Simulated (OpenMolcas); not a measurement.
**W II: input and output**

Input:

```
&GATEWAY
Coord
1

W 0.0 0.0 0.0
Basis=ANO-RCC-VQZP
Group=XYZ
NoMove
AngMom=0.0 0.0 0.0
AMFI
&SEWARD
&RASSCF
FileOrb=start.orb
Symmetry=1
Spin=6
nActEl=5 0 0
Inactive=15 19
Ras2=6 0
CIRoot=6 6 1
SDav=6
CIMx=300
Iter=120 100
PrWF=0.3
OrbListing=Nothing
MaxOrb=0
Atom
>>> COPY $Project.JobIph JOBPRE
&RASSCF
FileOrb=start.orb
Symmetry=1
Spin=6
nActEl=5 0 0
Inactive=15 19
Ras2=11 0
CIRoot=6 6 1
SDav=462
CIMx=300
Iter=120 100
PrWF=0.3
OrbListing=Nothing
MaxOrb=0
Atom
>>> COPY $Project.JobIph JOB001
&RASSCF
FileOrb=start.orb
Symmetry=1
Spin=4
nActEl=5 0 0
Inactive=15 19
Ras2=11 0
CIRoot=62 62 1
SDav=500
CIMx=300
Iter=120 100
PrWF=0.3
OrbListing=Nothing
MaxOrb=0
Atom
CIOnly
>>> COPY $Project.JobIph JOB002
&RASSCF
FileOrb=start.orb
Symmetry=1
Spin=2
nActEl=5 0 0
Inactive=15 19
Ras2=11 0
CIRoot=62 62 1
SDav=500
CIMx=300
Iter=120 100
PrWF=0.3
OrbListing=Nothing
MaxOrb=0
Atom
CIOnly
>>> COPY $Project.JobIph JOB003
&RASSI
NrOfJobIphs=3 6 35 12
1 2 3 4 5 6
1 2 3 4 5 6 7 8 9 10 11 12 13 14 15 16 17 18 19 20 21 22 23 24 25 26 27
28 29 30 31 32 33 34 35
1 2 3 4 5 6 7 8 9 10 11 12
IphNames
JOB001
JOB002
JOB003
EJob
SpinOrbit
DIPRint=1.0
SOCoupling=1000.0
Subsets=2
MEES
Property=10
'ANGMOM' 1 'ANGMOM' 2 'ANGMOM' 3 'MLTPL  1' 1 'MLTPL  1' 2 'MLTPL  1' 3
'AMFI' 1 'AMFI' 2 'AMFI' 3 'MLTPL  2' 6
SOProperty=3
'ANGMOM' 1 'ANGMOM' 2 'ANGMOM' 3
```

A driver script runs the steps one by one and writes start.orb anew before each from the orbitals found so far, so a CI-only block uses the converged orbitals of the first block.

Output, cut to the results:

```
--- SEWARD ---
Basis set label: W.ANO-RCC...9S8P6D4F3G2H.

      Electronic valence basis set:
      ------------------
      Associated Effective Charge  74.000000 au
      Associated Actual Charge     74.000000 au
      Nuclear Model: Point charge

      Shell  nPrim  nBasis  Cartesian Spherical Contaminant
         s      24       9        X
         p      21       8        X
         d      15       6                 X
         f      11       4                 X
         g       4       3                 X
         h       2       2                 X
                  Relativistic Douglas-Kroll-Hess integrals:
                    - DKH order of Hamiltonian: 2
                    - DKH order of Properties : 0
                  Atomic mean-field integrals
--- RASSCF ---
Wave function specifications:
      -----------------------------

      Number of closed shell electrons          68
      Number of electrons in active shells       5
      Max number of holes in RAS1 space          0
      Max nr of electrons in RAS3 space          0
      Number of inactive orbitals               34
      Number of active orbitals                 11
      Number of secondary orbitals              95
      Spin quantum number                      2.5
      State symmetry                             1
Orbital specifications:
      -----------------------

      Symmetry species                           1   2
                                                ag  au
      Frozen orbitals                            0   0
      Inactive orbitals                         15  19
      Active orbitals                           11   0
      RAS1 orbitals                              0   0
      RAS2 orbitals                             11   0
      RAS3 orbitals                              0   0
      Secondary orbitals                        40  55
      Deleted orbitals                           0   0
      Number of basis functions                 66  74
      Number of CSFs                           462
      Number of root(s) required                 6
      Iter CI   SX   CI       RASSCF       Energy    max ROT     max BLB   max BLB  Level Ln srch  Step   QN
          iter iter root      energy       change     param      element    value   shift minimum  type update
 Nr of preliminary CI iterations:   1
      Total energies have been shifted. Add               -16000.00 au
        1   1   10    0  -127.14759967    0.00E+00   1.03E-01*  17  31 1 -4.74E-03*  0.17   0.00    SX    NO
        2   1   10    0  -127.14826795   -6.68E-04*  1.22E-02   12  33 2 -1.59E-03*  0.17   0.00    SX    NO
        3   1   10    0  -127.14827361   -5.66E-06*  3.57E-03   12  33 2  2.13E-03*  0.17   0.00    SX    NO
        4   1   10    0  -127.14827532   -1.71E-06*  1.02E-03   12  33 2 -2.14E-03*  0.17   0.00    SX    NO
        5   1   10    0  -127.14827484    4.79E-07*  4.04E-04   12  33 2  2.30E-03*  0.17   0.47    SX   YES
        6   1    8    0  -127.14827704   -2.20E-06*  1.91E-04   12  33 2 -1.05E-03*  0.17   0.68    QN   YES
        7   1    7    0  -127.14827755   -5.05E-07*  1.27E-04   17  23 2 -8.24E-05   0.17   0.93    QN   YES
        8   1    6    0  -127.14827755   -1.55E-09   4.72E-05   17  23 2  2.85E-05   0.17   0.52    QN   YES
      Convergence after  8 iterations
        9   1    6    0  -127.14827755   -7.37E-10   4.72E-05   17  23 2  8.10E-06   0.17   0.52    QN   YES
      Natural orbitals and occupation numbers for root  1
      sym 1:   0.000265   0.997747   0.998170   0.997886   0.997799   0.999811   0.000083   0.002090   0.002140   0.002163
               0.001846
      Natural orbitals and occupation numbers for root  2
      sym 1:   0.998024   0.997749   0.000262   0.998082   0.997748   0.999810   0.001973   0.002203   0.002201   0.001922
               0.000025
      Natural orbitals and occupation numbers for root  3
      sym 1:   0.997871   0.997747   0.998175   0.000265   0.997810   0.999811   0.002103   0.002154   0.002135   0.000089
               0.001842
::    RASSCF root number  1 Total energy: -16127.15029064
::    RASSCF root number  2 Total energy: -16127.15029064
::    RASSCF root number  3 Total energy: -16127.15029064
::    RASSCF root number  4 Total energy: -16127.15029064
::    RASSCF root number  5 Total energy: -16127.15029064
::    RASSCF root number  6 Total energy: -16127.13821210
--- RASSCF ---
Wave function specifications:
      -----------------------------

...
--- RASSI ---
SPIN-FREE ENERGIES:
  (Shifted by EMIN (a.u.) =     -16127.1502906412)

 SF State       Relative EMIN(au)   Rel lowest level(eV)    D:o, cm**(-1)      L_eff

     1             0.0000000000        0.0000000000              0.0000         2.0
     2             0.0000000000        0.0000000000              0.0000         2.0
     3             0.0000000000        0.0000000000              0.0000         2.0
     4             0.0000000000        0.0000000000              0.0000         2.0
     5             0.0000000000        0.0000000000              0.0000         2.0
     6             0.0120785380        0.3286737618           2650.9327         0.0
     7             0.0438600321        1.1934922749           9626.1644         1.0
     8             0.0438600321        1.1934922749           9626.1644         1.0
     9             0.0438600321        1.1934922749           9626.1644         1.0
    10             0.0596028322        1.6218756893          13081.3096         3.0
    11             0.0596028322        1.6218756893          13081.3096         3.0
    12             0.0596028322        1.6218756893          13081.3096         3.0
    13             0.0596028322        1.6218756893          13081.3096         3.0
    14             0.0596028322        1.6218756893          13081.3096         3.0
    15             0.0596028322        1.6218756893          13081.3096         3.0
    16             0.0596028322        1.6218756893          13081.3096         3.0
    17             0.0671533410        1.8273355007          14738.4548         2.0
    18             0.0671533410        1.8273355007          14738.4548         2.0
    19             0.0671533410        1.8273355007          14738.4548         2.0
    20             0.0671533410        1.8273355007          14738.4548         2.0
    21             0.0671533410        1.8273355007          14738.4548         2.0
...
```

Levels above the lowest, from the spin-orbit matrix, grouped by J:

```json
{"Configuration": "5d⁴ 6s", "Term": "⁶D", "J": "1/2", "E (cm⁻¹)": "0.0", "Measured (cm⁻¹)": "0.0", "g": "3.287", "Term weight %": "92", "Second": "8 ⁴P"}
{"Configuration": "5d⁴ 6s", "Term": "⁶D", "J": "3/2", "E (cm⁻¹)": "1021", "Measured (cm⁻¹)": "1519", "g": "1.861", "Term weight %": "95", "Second": "5 ⁴P"}
{"Configuration": "5d⁴ 6s", "Term": "⁶D", "J": "5/2", "E (cm⁻¹)": "2496", "Measured (cm⁻¹)": "3172", "g": "1.656", "Term weight %": "97", "Second": ""}
{"Configuration": "5d⁴ 6s", "Term": "⁶D", "J": "7/2", "E (cm⁻¹)": "4245", "Measured (cm⁻¹)": "4716", "g": "1.582", "Term weight %": "98", "Second": ""}
{"Configuration": "5d⁴ 6s", "Term": "⁶D", "J": "9/2", "E (cm⁻¹)": "6064", "Measured (cm⁻¹)": "6147", "g": "1.547", "Term weight %": "96", "Second": "4 ⁴F"}
{"Configuration": "5d⁵", "Term": "⁶S", "J": "5/2", "E (cm⁻¹)": "6348", "Measured (cm⁻¹)": "7420", "g": "1.974", "Term weight %": "93", "Second": "5 5d⁴ 6s ⁴P"}
{"Configuration": "5d⁴ 6s", "Term": "⁴P", "J": "1/2", "E (cm⁻¹)": "11397", "Measured (cm⁻¹)": "", "g": "2.608", "Term weight %": "88", "Second": "7 ⁶D"}
{"Configuration": "5d⁴ 6s", "Term": "⁴P", "J": "3/2", "E (cm⁻¹)": "12288", "Measured (cm⁻¹)": "", "g": "1.554", "Term weight %": "74", "Second": "13 ⁴D"}
{"Configuration": "5d⁴ 6s", "Term": "⁴F", "J": "3/2", "E (cm⁻¹)": "13804", "Measured (cm⁻¹)": "8711", "g": "0.555", "Term weight %": "83", "Second": "9 ⁴P"}
{"Configuration": "5d⁴ 6s", "Term": "⁴F", "J": "5/2", "E (cm⁻¹)": "14320", "Measured (cm⁻¹)": "", "g": "1.301", "Term weight %": "44", "Second": "31 ⁴P"}
{"Configuration": "5d⁴ 6s", "Term": "⁴F", "J": "5/2", "E (cm⁻¹)": "15958", "Measured (cm⁻¹)": "", "g": "1.290", "Term weight %": "47", "Second": "37 ⁴P"}
{"Configuration": "5d⁴ 6s", "Term": "⁴D", "J": "1/2", "E (cm⁻¹)": "16828", "Measured (cm⁻¹)": "", "g": "0.112", "Term weight %": "96", "Second": "4 ⁴P"}
{"Configuration": "5d⁴ 6s", "Term": "⁴F", "J": "7/2", "E (cm⁻¹)": "16896", "Measured (cm⁻¹)": "13412", "g": "1.221", "Term weight %": "77", "Second": "11 ⁴G"}
{"Configuration": "5d⁴ 6s", "Term": "⁴D", "J": "3/2", "E (cm⁻¹)": "17871", "Measured (cm⁻¹)": "", "g": "1.243", "Term weight %": "82", "Second": "12 ⁴P"}
```

Against the 7 measured excited levels shown (NIST Handbook of Basic Atomic Spectroscopic Data) the mean absolute deviation is 1600 cm-1; the largest miss in energy is 5d⁴ 6s ⁴F_3/2: computed 13804, measured 8711 cm⁻¹ (+58.5 %).

Without dynamic correlation excited terms often stand tens of per cent too high (terms of higher spin than the ground term too low), and those without a measured partner can miss by more than the paired ones. Terms from blocks run as CI alone lack orbitals of their own. Active for correlation alone: 6d; no level in the range computed is led by a configuration that fills it, so any true level of that kind is missing. Computed and measured levels are paired by configuration, term and J; levels that our copy of the source lacks, or whose pairing is in doubt (as where it misses far off the trend of its configuration), stay unpaired and out of the deviations. Levels of configurations outside the active space are missing. The first state left out of the spin-orbit step lies near 23000 cm-1 above the lowest spin-free state of the reference (among the parities and spins computed), and the list stops at four fifths of that energy or lower.

The term weight is that of the spin-free term in the level, not the purity of its configuration.
